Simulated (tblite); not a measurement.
Compound: C8H6N (doublet state).
SMILES: `[CH2]c1ccc(C#N)cc1`

Level: GFN2-xTB in tblite, geometry and Hessian alike; calculated harmonic values, unscaled, isolated species. This tight-binding method is rough: wavenumbers can miss measured ones by several per cent, in bad cases by 10 to 20. Open shells enter through the occupations alone, without spin polarisation, and single modes of such species can be off by tens of per cent.

Harmonic wavenumbers (cm⁻¹): 85.5, 137.2, 210.3, 343.9, 354.9, 394.7, 401.7, 517.3, 532.5, 536.5, 610.8, 672.9, 713.7, 784.7, 808.9, 834.8, 860.1, 911.6, 916.1, 950.0, 990.5, 1134.8, 1174.7, 1236.3, 1263.4, 1326.5, 1337.6, 1428.7, 1429.3, 1482.0, 1495.4, 1562.8, 2341.1, 3080.4, 3081.6, 3092.1, 3093.1, 3117.7, 3154.4.

A = 5522, B = 1043, C = 877.6 MHz; mass 116.050 u (most abundant isotopes); point group C2v, symmetry number 2; spin multiplicity 2.

Q: What is the zero-point energy?

A: ½Σν̃ = 24200 cm⁻¹ = 69.19 kcal/mol.

Q: Entropy at 298.15 K, 1 bar (ideal gas, RRHO, classical rotation)?

A: Translation 40.19, rotation 27.17, vibration 17.28, spin (R ln 2) 1.38: S = 86.0 cal/(mol K).

Q: And Cp and H(298.15 K) − H(0)?

A: Cp = 31.75 cal/(mol K), of which vibrations give 23.81 (their classical limit is 39 R = 77.5); H(298.15 K) − H(0) = 5.45 kcal/mol without the zero-point energy, 3.08 from vibrations.

Q: Blend soft modes into free rotors: weight 1/[1 + (100 cm⁻¹/ν̃)⁴] for the oscillator and the rest for a rotor with moment μB/(μ + B), μ = h/(8π²ν), B = 10⁻⁴⁴ kg m². What vibrational entropy results?

A: 16.74 cal/(mol K) in place of 17.28, which changes −T·S at 298.15 K by +0.16 kcal/mol.

Q: Which modes carry the vibrational entropy at 298.15 K?

A: 85.5 cm⁻¹: 3.76; 137.2 cm⁻¹: 2.84; 210.3 cm⁻¹: 2.04; 343.9 cm⁻¹: 1.19; 354.9 cm⁻¹: 1.14; 394.7 cm⁻¹: 0.98 cal/(mol K); the other 33 give 5.31 together.

Q: How do the functions run with temperature in this model?

A: 
```tsv
T (K)	S (cal/(mol K))	Cp (cal/(mol K))	H − H(0) (kcal/mol)	G − H(0) (kcal/mol)	ln q(vib)
50	55.4	10.0	0.43	-2.34	0.11
100	63.4	13.4	1.01	-5.32	0.57
373.15	93.9	38.3	8.08	-26.94	4.85
500	106.4	47.3	13.54	-39.65	7.25
750	128.0	59.2	26.98	-69.03	12.04
1000	146.1	66.5	42.75	-103.36	16.59
```

q(vib) and H(0) count from the zero-point level.

Hindered rotation and anharmonicity are outside this model.

Time: 0.35 s of wall time. Hardware: Arm Neoverse V2, one thread, no GPU, shared host. The figure is for the frequency step alone.
